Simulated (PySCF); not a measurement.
Job file and geometry (Å, from GFN2-xTB) of an NMR shielding run on SMILES F[C@@H]1C[Si@H](O[SiH3])C[SiH2]1, C3H11FOSi3, GIAO PBE0/pcSseg-1 NMR shielding, non-relativistic, gas phase (PySCF); density fitting, a coarse starting grid and PySCF grid level 2 are the driver's defaults:

```
$ OMP_NUM_THREADS=1 python probes_run.py task.json out

{"job": {"kind": "nmr", "xc": "PBE0", "basis": "pcSseg-1"}, "charge": 0, "multiplicity": 1}
F      0.333248    -1.734814    -0.861277
C      1.256203    -1.228755     0.061776
C      0.550976    -1.034522     1.400890
Si    -0.474997     0.572397     1.332312
O     -1.865273     0.368987     0.528191
Si    -2.648323    -0.164204    -0.799566
C      0.726585     1.661644     0.326014
Si     1.870295     0.469296    -0.616590
H      2.025562    -2.006874     0.127227
H     -0.051226    -1.915063     1.628317
H      1.316270    -0.959833     2.173647
H     -0.905812     1.075648     2.633265
H     -2.617921    -1.621534    -0.803021
H     -3.992727     0.373179    -0.596856
H     -1.996685     0.407522    -1.977213
H      1.304487     2.306680     0.983389
H      0.184764     2.320222    -0.348295
H      1.691275     0.479694    -2.068104
H      3.283498     0.639579    -0.248884
```

Problem. Write the output of this run.

Solution. 
```
coarse grid: 17128 points
cycle   1  E = -1163.6011368169  dE =  7.484e-01  |g| = 9.160e-01  |ddm| = 3.958e+00
cycle   2  E = -1163.3856842425  dE =  2.155e-01  |g| = 1.413e+00  |ddm| = 1.948e+00
cycle   3  E = -1163.7500741130  dE = -3.644e-01  |g| = 1.435e-01  |ddm| = 1.403e+00
cycle   4  E = -1163.7537371608  dE = -3.663e-03  |g| = 5.694e-02  |ddm| = 1.661e-01
cycle   5  E = -1163.7544443272  dE = -7.072e-04  |g| = 1.012e-02  |ddm| = 5.254e-02
cycle   6  E = -1163.7544637443  dE = -1.942e-05  |g| = 3.232e-03  |ddm| = 1.245e-02
cycle   7  E = -1163.7544657817  dE = -2.037e-06  |g| = 9.178e-04  |ddm| = 3.128e-03
final grid: 151312 points
cycle   8  E = -1163.8172251184  dE = -2.503e-05  |g| = 1.104e-02  |ddm| = 2.433e-02
cycle   9  E = -1163.8171928494  dE =  3.227e-05  |g| = 1.707e-02  |ddm| = 2.149e-02
cycle  10  E = -1163.8172498444  dE = -5.699e-05  |g| = 1.030e-03  |ddm| = 1.334e-02
cycle  11  E = -1163.8172500342  dE = -1.899e-07  |g| = 3.278e-04  |ddm| = 1.115e-03
cycle  12  E = -1163.8172500568  dE = -2.253e-08  |g| = 6.508e-05  |ddm| = 3.260e-04
cycle  13  E = -1163.8172500573  dE = -5.232e-10  |g| = 3.619e-05  |ddm| = 6.467e-05
cycle  14  E = -1163.8172500575  dE = -2.076e-10  |g| = 3.314e-06  |ddm| = 2.942e-05
converged SCF energy = -1163.8172500575

GIAO shielding tensors (ppm)
atom      isotropic    diamagn.    paramagn.     s11        s22        s33       span
  0 F      398.773     478.500     -79.727    342.884    393.843    459.592    116.708
  1 C       94.816     247.650    -152.834     52.321     75.411    156.716    104.395
  2 C      160.132     256.791     -96.659    150.908    159.372    170.117     19.209
  3 Si     339.286     880.064    -540.778    311.988    348.325    357.546     45.558
  4 O      304.782     400.706     -95.924    229.655    328.911    355.781    126.126
  5 Si     389.676     879.892    -490.216    351.946    361.883    455.200    103.254
  6 C      196.647     260.606     -63.959    183.854    198.361    207.725     23.871
  7 Si     377.745     881.158    -503.413    313.767    394.465    425.004    111.237
  8 H       26.161      30.144      -3.984     22.871     25.591     30.019      7.148
  9 H       29.911      31.654      -1.743     26.672     27.196     35.866      9.195
 10 H       31.426      31.482      -0.056     27.306     28.042     38.929     11.623
 11 H       26.156      28.742      -2.586     22.275     24.034     32.158      9.884
 12 H       26.748      30.371      -3.623     23.035     25.901     31.307      8.272
 13 H       26.695      28.354      -1.659     22.822     24.712     32.550      9.729
 14 H       26.785      31.126      -4.340     23.060     26.130     31.166      8.106
 15 H       32.006      30.461       1.545     26.341     28.278     41.400     15.059
 16 H       31.556      32.553      -0.997     27.083     27.953     39.631     12.548
 17 H       27.099      29.797      -2.698     23.883     24.895     32.519      8.636
 18 H       27.357      29.408      -2.051     23.485     25.046     33.540     10.055
```

Problem. Turn these shieldings into chemical shifts. Scale: CFCl3 for ¹⁹F (170.95 ppm); ¹³C (186.93 ppm), ²⁹Si (349.16 ppm), ¹H (31.72 ppm) against TMS; ¹⁷O (336.08 ppm) against H2O (reference shieldings calculated alike).

Solution. Averaging equivalent atoms: F 0: -227.8; C 1: 92.1; C 2: 26.8; C 6: -9.7; Si 3: 9.9; Si 7: -28.6; Si 5: -40.5; O 4: 31.3; H 11: 5.56; H 8: 5.56; H 12/13/14: 4.97; H 17: 4.62; H 18: 4.36; H 9: 1.81; H 10: 0.29; H 16: 0.16; H 15: -0.29 ppm. Unscaled 19F shifts against computed CFCl3 carry errors that often reach 10 to 50 ppm. Experimental scales use liquid or dissolved standards, which lie at an offset from isolated H2O (liquid H2O: subtract about 36 ppm).

Size and cost of the density-fitted run: 212 basis functions, 80 s wall time on 1 thread of an Arm Neoverse N1, shared host; peak memory 1 GiB.
